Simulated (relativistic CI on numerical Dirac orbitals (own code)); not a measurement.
## Magnetism of Ni²⁺, 3d8, in a crystal field

Calculated by Dirac-Coulomb-Breit CI, separate exchange-only KLI orbitals for each configuration, a model potential for QED, valence Slater integrals scaled by 0.65, one configuration in a parametric crystal field (own radial code).

Field parameters in Wybourne normalisation: D3d B²₀ = −7Dσ, B⁴₀ = −14Dq − 21Dτ, B⁴₃ = −14√(10/7) Dq. The field is a parameter set, without covalency.

S is read from ⟨S²⟩ = S(S + 1).

Powder χT (cm³ K mol⁻¹) by Van Vleck's formula, with temperature-independent terms:

| Field | 2 K | 5 K | 10 K | 20 K | 50 K | 100 K | 200 K | 300 K |
| --- | --- | --- | --- | --- | --- | --- | --- | --- |
| D3d, 10Dq = 8250, Dσ = -1200, Dτ = 70 cm⁻¹ | 0.18 | 0.45 | 0.833 | 1.16 | 1.29 | 1.32 | 1.35 | 1.37 |
| D3d, 10Dq = 8250, Dσ = 1200, Dτ = 70 cm⁻¹ | 0.805 | 0.948 | 1.12 | 1.24 | 1.31 | 1.33 | 1.35 | 1.38 |
| D3d, 10Dq = 8250, Dσ = 980, Dτ = 70 cm⁻¹ | 0.813 | 0.977 | 1.15 | 1.26 | 1.31 | 1.33 | 1.35 | 1.38 |
| D3d, 10Dq = 8250, Dσ = 760, Dτ = 70 cm⁻¹ | 0.832 | 1.02 | 1.18 | 1.27 | 1.31 | 1.33 | 1.35 | 1.38 |
| D3d, 10Dq = 8250, Dσ = 550, Dτ = 70 cm⁻¹ | 0.872 | 1.09 | 1.23 | 1.29 | 1.31 | 1.33 | 1.35 | 1.37 |
| D3d, 10Dq = 8250, Dσ = 330, Dτ = 70 cm⁻¹ | 0.974 | 1.19 | 1.27 | 1.3 | 1.31 | 1.33 | 1.35 | 1.37 |
| D3d, 10Dq = 8250, Dσ = 110, Dτ = 70 cm⁻¹ | 1.21 | 1.28 | 1.3 | 1.3 | 1.31 | 1.32 | 1.35 | 1.37 |
| D3d, 10Dq = 8250, Dσ = -110, Dτ = 70 cm⁻¹ | 1.14 | 1.27 | 1.3 | 1.3 | 1.31 | 1.32 | 1.35 | 1.37 |

Task: For D3d, 10Dq = 8250, Dσ = 980, Dτ = 70 cm⁻¹: what effective moment follows at 300 K?

Result: μ_eff = √(8χT) = 3.32 μB. The ground level has S = 1.00; the spin-only moment for S = 1 is 2.83 μB. The difference comes from the orbital moment, spin-orbit mixing of terms and temperature-independent paramagnetism, all larger in this ionic model than in covalent complexes.
